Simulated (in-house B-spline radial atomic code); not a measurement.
The antimony ion Sb³⁺: [Kr] 4d10 5s2

All numbers are computed (Dirac-Kohn-Sham LDA PW92, spherical fractional occupations; Fermi nucleus of rms radius 4.6802 fm) with a B-spline radial code for spherical atoms, not measured.

Effective charges: Z_r = [3n² - l(l+1)]/(2<r>) from the radius, Z_e = n√(-2ε) from the energy, and Slater's rules. Values are occupation-weighted means over j. An effective charge above Z reflects the relativistic contraction of the inner shells.

| shell | electrons | ε (eV) | <r> (bohr) | Z_r | Z_e | Slater |
| --- | --- | --- | --- | --- | --- | --- |
| 1s | 2 | -30278 | 0.02845 | 52.73 | 47.17 | 50.70 |
| 2s | 2 | -4632.4 | 0.1223 | 49.05 | 36.90 | 46.85 |
| 2p | 6 | -4170.6 | 0.107 | 46.75 | 35.02 | 46.85 |
| 3s | 2 | -931.66 | 0.3308 | 40.81 | 24.83 | 39.75 |
| 3p | 6 | -780.26 | 0.3288 | 38.02 | 22.72 | 39.75 |
| 3d | 10 | -545.35 | 0.3057 | 34.35 | 18.99 | 29.85 |
| 4s | 2 | -177.99 | 0.7903 | 30.37 | 14.47 | 23.25 |
| 4p | 6 | -131.36 | 0.8511 | 27.02 | 12.43 | 23.25 |
| 4d | 10 | -62.929 | 1.022 | 20.56 | 8.60 | 11.85 |
| 5s | 2 | -39.384 | 2.013 | 18.63 | 8.51 | 7.35 |

The least bound orbital is 5s1/2 at -39.38 eV, and it is also the most diffuse (<r> = 2.013 bohr).

Spin-orbit splittings of the orbital energies (j = l + 1/2 above j = l - 1/2 when positive): 2p 251.5 eV, 3p 46.39 eV, 3d 9.653 eV, 4p 8.692 eV, 4d 1.269 eV.

For the 1s electron the small component carries 3.51 % of the norm, the zero-frequency Breit interaction raises the level by 72.07 eV, self-energy by 40.97 eV, and vacuum polarisation lowers it by 5.479 eV.
